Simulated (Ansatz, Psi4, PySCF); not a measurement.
C$_{4}$H$_{5}$ (SMILES [C]1=CCC1), doublet (typed; the unrestricted solution is spin-contaminated), geometry from GFN2-xTB. Base run: MP2/def2-SVPD (PySCF).

PySCF was given this input:
```python
from pyscf import gto, scf, mp

mol = gto.Mole()
mol.atom = '''
    C    -0.02205061   -0.68473402    0.84115130
    C    -0.00826608    0.63490979    0.88350398
    C     0.00201276   -0.84177276   -0.65304234
    C     0.01874293    0.70825289   -0.63453241
    H    -0.01290424    1.39550575    1.63691836
    H    -0.88690102   -1.29361008   -1.08611356
    H     0.89519009   -1.31321238   -1.05535354
    H     0.92842902    1.14581919   -1.04347686
    H    -0.86644785    1.16556213   -1.07445758
'''
mol.basis = 'def2-svpd'
mol.spin = 1
mol.verbose = 4
mol.build()

mf = scf.UHF(mol)
mf.kernel()

pt = mp.MP2(mf)
pt.kernel()
print('E(MP2) = %.10f' % pt.e_tot)
```

The same geometry, method and basis name were run in Ansatz (a program for electronic structure) and Psi4 and PySCF, at each program's defaults and at the settings that a row names. The base is PySCF at its defaults. Differences at the defaults can come from grids, fitting, cores and function types together.

| code and settings | ΔE vs base (mEh) | basis functions | E (Eh) | SCF cycles |
|---|---|---|---|---|
| PySCF, defaults (exact integrals, spherical functions, all electrons correlated) | 0.000 | 120 | -154.67565 | 17 |
| Psi4, defaults (density fitting with its default set, spherical functions, all electrons correlated) | 0.280 | 120 | -154.67537 | 19 |
| Ansatz, defaults (factorised integrals, spherical functions, frozen core) | 13.459 | 120 | -154.66219 | - |
| PySCF, frozen core | 13.458 | 120 | -154.66220 | 17 |
| Psi4, exact integrals, spherical functions, frozen core | 13.458 | 120 | -154.66219 | 19 |
| Ansatz, high accuracy, frozen core | 13.458 | 120 | -154.66219 | - |

Open shells are given as the SCF converged; they aren't shown to be the lowest states, and a large step between rows can be another state.
